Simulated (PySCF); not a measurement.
## Simulated absorption spectrum

Compound: C₇H₁₅P.
Numbering: `[CH3:1][CH2:2][CH2:3][P:4]1[CH2:5][CH2:6][C@@H:7]1[CH3:8]` (hydrogens: H9, H10, H11 on C1; H12, H13 on C2; H14, H15 on C3; H16, H17 on C5; H18, H19 on C6; H20 on C7; H21, H22, H23 on C8)

Method used: TDDFT B3LYP/def2-SVPD, vertical, gas phase, core orbitals frozen in the response (PySCF). One conformer (not necessarily the lowest) at the PBE0-D3(BJ)/def2-SVP geometry, without solvent, vibrations or thermal averaging.

Computed states:

```
state  E (eV)       f
   S1    5.30   0.039
   S2    5.67   0.038
   S3    5.94   0.018
   S4    6.14   0.036
   S5    6.39  0.0082
   S6    6.83  0.0092
   S7    6.91   0.022
   S8    6.97   0.015
   S9    7.03   0.040
  S10    7.10   0.019
```

Broadening: Gaussians 0.5 eV wide at half height, area fixed by f = 4.319×10⁻⁹ ∫ε dν̃. The cross-section is σ = 3.8235×10⁻²¹ ε cm², given in Mb (10⁻¹⁸ cm²). The width is an assumption, not a result. The curve ends short of the highest state used, and states not computed would add to its high-energy end.

Question: What does the envelope look like, and where are its maxima?

Answer: 
(λ (nm), σ (Mb)): (190.8, 5.35), (192.7, 5.81), (194.6, 6.85), (196.5, 8.16), (198.4, 9.49), (200.3, 10.64), (202.2, 11.47), (204.2, 11.98), (206.1, 12.18), (208.0, 12.20), (209.9, 12.14), (211.8, 12.07), (213.7, 12.02), (215.6, 11.97), (217.5, 11.90), (219.4, 11.80), (221.3, 11.66), (223.2, 11.51), (225.1, 11.34), (227.0, 11.16), (228.9, 10.93), (230.8, 10.62), (232.7, 10.19), (234.7, 9.57), (236.6, 8.82), (238.5, 7.93), (240.4, 6.95), (242.3, 5.92), (244.2, 4.91), (246.1, 3.95), (248.0, 3.10), (249.9, 2.37), (251.8, 1.76), (253.7, 1.28), (255.6, 0.90), (257.5, 0.62), (259.4, 0.42), (261.3, 0.28), (263.3, 0.18), (265.2, 0.11), (267.1, 0.07), (269.0, 0.04), (270.9, 0.03), (272.8, 0.02)

Maxima: 207 nm (5.98 eV), ε about 3200, made up of S2 (21%), S3 (31%) and S4 (45%) (ε in L mol⁻¹ cm⁻¹; maxima over ε = 5, shares over 10%).

Question: Coming from long wavelengths, where does ε first pass 100 L mol⁻¹ cm⁻¹?

Answer: At about 260 nm (4.77 eV), 0.52 eV below S1.

Question: On this curve, what absorbance would a 10⁻⁵ mol/L sample give at 222 nm over a 1 cm path?

Answer: 222 nm is 5.585 eV, where ε is about 3000 L mol⁻¹ cm⁻¹, so A = ε c l ≈ 0.03 (Beer–Lambert, with the gas-phase spectrum and the assumed width).

Question: What would ε be at 5.98 eV, the highest of these maxima, with half the width (0.25 eV)?

Answer: About 3110 L mol⁻¹ cm⁻¹ against 3190, a factor of about 1.0; a lone state at its own centre would give exactly 2.

All these states lie below the vertical ionisation energy of 8.02 eV (ΔSCF).

The run took 2.7 min wall on Arm Neoverse V1, one thread, shared host, and the process peaked at 1.2 GiB of memory.

Without π bonds the low states are Rydberg-like; a valence basis with one diffuse set may place them up to an eV too high.
